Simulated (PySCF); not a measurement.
Simulation results for Al$_{2}$BH$_{3}$N, AlBFH$_{2}$N, AlBH$_{4}$N$_{2}$

Calculation on a computer-drawn molecule: the log of a Hartree-Fock and frozen-core CCSD(T) single point meant for a local Hartree-Fock minimum, with one planted fault or none, to be diagnosed. Offsets are logged minus clean, where the clean run is the same molecule without the fault. The reference is restricted for singlets and unrestricted otherwise, and also for a bond in bohr or an excited solution. Adding or removing an electron swaps singlet and doublet. The excited solution moves the top pair (singlet) or top alpha electron (doublet) to the lowest empty orbital. Highest occupied and lowest empty are orbital energies over both spins, largest force is the largest gradient component, triples share is (T) over the correlation energy, the T1 limit is 0.02 restricted and 0.045 unrestricted, electrons count all cores, a negative frequency is imaginary (commonest isotopes), and the dipole is about the centre of nuclear charge. Program: PySCF 2.14.0.

Common to all runs: meant charge 0; meant basis cc-pV(D+d)Z; logged SCF converged yes; logged CC converged yes; logged SCF stable within its kind yes; possible faults no fault, one electron removed, one electron added, multiplicity raised by two, geometry at a saddle point, SCF held on an excited solution, minimal basis STO-3G, one bond length entered in bohr, all coordinates scaled.

Notes on all entries: T1 above single-reference limit.

(1) 
```xyz
7
formula=Al2BH3N meant_multiplicity=2 logged_electrons=40 logged_basis_functions=89 logged_spin_squared=0 logged_highest_occupied=-14.731 logged_lowest_empty=-6.071 logged_largest_force=0.034317 logged_T1_diagnostic=0.02093 logged_D1_diagnostic=0.050591 logged_triples_share=0.036759 logged_dipole_magnitude=8.0973 logged_energy_HF=-564.44407 logged_energy_CCSD(T)=-564.84141 planted_fault=one_electron_removed HF_energy_offset_from_clean_run=155.1 CCSD(T)_energy_offset_from_clean_run=158.1
N     -0.8679    -2.5144    -0.4482
B     -0.2037    -2.1738     0.5338
Al     0.9743    -1.5440     2.1858
Al     2.2479     0.7195     2.1102
H     -1.4062    -2.7995    -1.2232
H      0.8475    -2.3598     3.5387
H      3.7611     1.0019     1.6993
```

Units: logged_highest_occupied, logged_lowest_empty in eV; logged_largest_force in hartree/bohr; logged_dipole_magnitude in debye; logged_energy_HF, logged_energy_CCSD(T) in hartree; HF_energy_offset_from_clean_run, CCSD(T)_energy_offset_from_clean_run in kcal/mol.

Drawn bonds:
| atom | other atom | order |
| --- | --- | --- |
| 1 | 2 | 2 |
| 2 | 3 | 1 |
| 3 | 4 | 1 |
| 1 | 5 | 1 |
| 3 | 6 | 1 |
| 4 | 7 | 1 |

(2) 
```xyz
6
formula=AlBFH2N meant_multiplicity=1 logged_electrons=36 logged_basis_functions=75 logged_spin_squared=0.8887 logged_highest_occupied=-8.2046 logged_lowest_empty=0.19494 logged_largest_force=0.016918 logged_T1_diagnostic=0.081874 logged_D1_diagnostic=0.48837 logged_triples_share=0.033254 logged_dipole_magnitude=0.80586 logged_energy_HF=-421.5712 logged_energy_CCSD(T)=-422.07742 planted_fault=one_bond_length_entered_in_bohr,row_3_of_the_drawn_bonds HF_energy_offset_from_clean_run=110.4 CCSD(T)_energy_offset_from_clean_run=123.4
N     -2.0426    -1.7162     2.3642
B     -1.7474    -1.9666     1.1963
Al    -1.2415    -2.3515    -0.8071
F     -1.0026    -5.3471    -1.6662
H     -2.2796    -1.5283     3.3029
H     -0.9738    -1.2700    -1.9074
```

Units: logged_highest_occupied, logged_lowest_empty in eV; logged_largest_force in hartree/bohr; logged_dipole_magnitude in debye; logged_energy_HF, logged_energy_CCSD(T) in hartree; HF_energy_offset_from_clean_run, CCSD(T)_energy_offset_from_clean_run in kcal/mol.

Drawn bonds:
| atom | other atom | order |
| --- | --- | --- |
| 1 | 2 | 2 |
| 2 | 3 | 1 |
| 3 | 4 | 1 |
| 1 | 5 | 1 |
| 3 | 6 | 1 |

(3) 
```xyz
8
formula=AlBH4N2 meant_multiplicity=1 logged_electrons=36 logged_basis_functions=28 logged_spin_squared=0 logged_highest_occupied=-7.9362 logged_lowest_empty=8.5789 logged_largest_force=0.078283 logged_T1_diagnostic=0.021132 logged_D1_diagnostic=0.065064 logged_triples_share=0.031967 logged_dipole_magnitude=0.72126 logged_energy_HF=-373.22273 logged_energy_CCSD(T)=-373.45488
N     -0.5730    -0.7496     2.3831
B     -0.6548     0.2036     1.6053
Al    -0.7917     1.8378     0.2687
N     -2.0935     3.0014     0.4983
H     -0.5046    -1.5129     3.0030
H      0.2177     2.0599    -0.9216
H     -2.2508     3.8093    -0.0752
H     -2.7907     2.9610     1.2184
```

Units: logged_highest_occupied, logged_lowest_empty in eV; logged_largest_force in hartree/bohr; logged_dipole_magnitude in debye; logged_energy_HF, logged_energy_CCSD(T) in hartree.

Drawn bonds:
| atom | other atom | order |
| --- | --- | --- |
| 1 | 2 | 2 |
| 2 | 3 | 1 |
| 3 | 4 | 1 |
| 1 | 5 | 1 |
| 3 | 6 | 1 |
| 4 | 7 | 1 |
| 4 | 8 | 1 |

To be estimated
1. Which fault was planted in the run of AlBH$_{4}$N$_{2}$ (entry 3)?

Calculated values
1. minimal basis STO-3G

Further results for AlBH$_{4}$N$_{2}$ (entry 3):

- HF energy offset from clean run: 2926 kcal/mol
- CCSD(T) energy offset from clean run: 3112 kcal/mol
